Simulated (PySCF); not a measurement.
# How the method changes the shape and vibrations of ClFH2NSi anion

Calculated results; nothing here was measured. The program is PySCF 2.14.0, an open-source quantum chemistry code, run on an isolated molecule that a program drew, which may never have been made. The molecule is ClFH2NSi anion (charge -1, singlet), drawn as the SMILES string `N[Si-](F)Cl`.

The geometry was optimised and harmonic frequencies were computed with HF and MP2, all in the aug-cc-pV(D+d)Z basis, for the commonest isotopes, with a restricted reference for singlets and an unrestricted one otherwise, and a frozen core in MP2. Each result is a local minimum of its method.

Geometry at the HF minimum:
```xyz
6
ClFH2NSi anion, angstrom
N    -0.7959   -0.0111   -0.8547
Si    0.5964   -0.7078    0.0107
F     1.8695    0.0285   -0.7970
Cl    0.5878    0.8364    1.7121
H    -0.7507    0.9535   -1.1303
H    -1.1276   -0.5673   -1.6197
```

Lengths of the bonds as drawn, in Å (atoms numbered as above):
| bond | HF | MP2 |
|---|---|---|
| N1-Si2 | 1.781 | 1.812 |
| Si2-F3 | 1.678 | 1.723 |
| Si2-Cl4 | 2.298 | 2.277 |
| N1-H5 | 1.004 | 1.024 |
| N1-H6 | 1.002 | 1.022 |

Rotational constants, in GHz:
```
constant,HF,MP2
A,6.287,6.007
B,3.198,3.243
C,2.488,2.484
```

Harmonic frequencies in cm^-1, each column in rising order, so a row needn't be the same motion in every method:
```
rank,HF,MP2
1,149,161
2,228,209
3,273,273
4,305,296
5,352,?
6,505,513
7,707,643
8,731,680
9,897,842
10,1672,1530
11,3712,3474
12,3816,3600
```

**Estimate the missing MP2 frequency from the HF column.**

A single factor s that minimises the squared misfit of MP2 against s times HF over the other rows is sum(HF x MP2) / sum(HF^2) = 0.9379, with an rms misfit of 21 cm^-1. For rank 5 it gives 0.9379 x 352 = 330 cm^-1. The calculation gives 355 cm^-1, 25 cm^-1 above the estimate. The drawn bonds are on average 1.5 % longer in MP2 than in HF.
